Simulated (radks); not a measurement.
Values are calculated unless marked as measured or tabulated.
Spherical jellium clusters: N electrons in a uniform positive sphere of charge N and radius rs N^(1/3), rs = 2.72 bohr. Level of theory: non-relativistic Kohn-Sham, PBE, spin-polarised, spherical densities (a radial shooting solver with Libxc functionals). Levels are named by radial order and angular momentum (1s, 1p, 1d, 2s, ...), and open shells are averaged over m.

N = 4, configuration 1s2 1p(up 2, down 0). This is the lowest configuration that the search found. Occupied and some empty levels:

level    occupation  eigenvalue (eV)  <r> (bohr)
1s up             1          -6.4372       3.296
1s down           1          -5.6494       3.116
1p up             2          -3.2428       4.441
1p down           0          -2.1498       4.540

Energy (eV): total -4.11693, kinetic 12.972, external -110.75, Hartree 51.419, exchange-correlation -18.254, background 60.502.

Electron density:

r (bohr)  n(r) (e/bohr^3)
0.584             0.01460
1.21              0.01409
1.84              0.01300
2.46              0.01117
3.09             0.008718
3.71             0.006048
4.34             0.003708
4.97             0.002054
5.59             0.001068
6.22            0.0005376
6.84            0.0002676
7.47            0.0001331
8.10           0.00006638
